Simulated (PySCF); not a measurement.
# VH₄ at several levels of theory

All levels use the PBE0 minimum (doublet; V–H 1.635 Å (×4); H–V–H 102.5° (×2), H–V–H 113.0° (×4)), basis [V def2-TZVP, H def2-TZVP], no relativity, density fitting, no spin–orbit coupling, PySCF. For vertical energies the ionised species is a singlet (spins chosen at PBE0 and kept) and the electron-attached one a triplet. Atomisation goes to high-spin ground-configuration atoms, without zero-point energy. Open shells are unrestricted, also as the reference of the correlated levels. A dash marks a value that was not computed or is not defined at that level.

Z-matrix (Å, degrees; charge 0 multiplicity 2):
```
V
H  1 1.6346
H  1 1.6346 2 102.55
H  1 1.6346 2 113.04 3 122.03
H  1 1.6346 2 113.04 3 -122.03
```

| level | atomisation (kJ/mol) | vertical IP (eV) | vertical EA (eV) | −ε(HOMO) (eV) |
| --- | --- | --- | --- | --- |
| PBE0 | 900 | 9.52 | 2.18 | 8.02 |
| HF | 391 | 10.39 | 2.82 | 11.36 |
| MP2 | 770 | 8.25 | 2.09 | – |
| PBE | 1012 | 9.17 | 1.82 | 5.50 |
| B3LYP | 951 | 9.49 | 2.14 | 7.57 |
| r2SCAN | 986 | 9.37 | 2.06 | 6.14 |
| TPSSh | 1027 | 9.39 | 2.09 | 6.79 |
| B97-3 | 893 | 9.42 | 2.07 | 8.11 |
| M06-2X | 825 | 9.68 | 2.31 | 10.04 |

Spin contamination in at least one species weakens the values at: HF, MP2.

Without diffuse functions attachment energies tend to come out too low.

Open d and f shells are described by one determinant, and the ground state may have another occupation or spin.
